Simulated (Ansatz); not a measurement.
`CC(F)CBr`, charge 0, multiplicity 1.

(1) Give a relaxed structure at PBE0-D4/def2-TZVP (the Gaussian-basis code of Ansatz). (An estimate is asked.)

Answers

(1) Computed: 
Z-matrix (Å, degrees):
```
C
C 1 1.511
H 1 1.092 2 110.7
H 1 1.092 2 110.6 3 -120.7
H 1 1.091 2 109.7 3 119.7
F 2 1.385 1 108.6 3 -63.7
C 2 1.507 1 111.5 3 56.4
H 2 1.095 1 110.8 3 179.2
Br 7 1.938 2 112.4 1 174.7
H 7 1.088 2 110.6 1 55.8
H 7 1.089 2 110.7 1 -66.2
```
This is one stationary point; other conformers may exist.
